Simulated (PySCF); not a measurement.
Spinor energies of Ru²⁸⁺ (ruthenium, charge +28)

Start: [Ne] 3s2 3p4; 3p1/2 filled at m_j = -1/2, +1/2; 3p3/2 filled at m_j = +1/2, +3/2. Calculated with PySCF 2.14 in an even-tempered Gaussian basis (19 s from 4.3 bohr⁻², ratio 2.4; 14 p from 5.6 bohr⁻², ratio 2.4; 5 d from 22 bohr⁻², ratio 2.6; 4 f from 34 bohr⁻², ratio 2.6): generalised Hartree-Fock with the X2C-1e Hamiltonian and a Gaussian nucleus; one run each with spin-orbit coupling (SO) switched off, then screened by Boettger's factors.

| spinor shell | electrons | ε, spin-free (eV) | ε, screened SO (eV) | weight of nominal j (screened SO) | rms radius, screened SO (bohr) |
| --- | --- | --- | --- | --- | --- |
| 1s1/2 | 2 | -23615.2 | -23612.8 | 1.000 | 0.0384 |
| 2s1/2 | 2 | -4609.3 | -4608.2 | 1.000 | 0.155 |
| 2p1/2 | 2 | -4268.2 | -4362.2 | 1.000 | 0.135 |
| 2p3/2 | 4 | -4268.2 | -4223.1 | 1.000 | 0.139 |
| 3s1/2 | 2 | -1697.1 | -1696.6 | 1.000 | 0.383 |
| 3p1/2 | 2 | -1590.2 | -1608.3 | 0.973 | 0.371 |
| 3p3/2 | 2 | -1590.2 | -1580.6 | 0.979 | 0.378 |

```tsv
quantity	spin-free	screened SO
E (hartree)	-3974.57204	-3975.85309
M_J	2	2
⟨J²⟩	6.001	6.003
⟨L²⟩	2.001	2.927
⟨S²⟩	2.000	1.544
```

Each row is a mean over spinors that exchange with the open shell spreads, by up to 23.111 eV (3s1/2).

Breit and QED terms are absent; they matter most for the inner s and p1/2 levels.

Densities and radii are taken from the X2C orbitals without a picture-change correction, which distorts them close to the nucleus.

Without spin-orbit coupling the j labels of p, d and f shells carry no meaning; the spin-free column gives the mean over the occupied spinors of each nl shell.
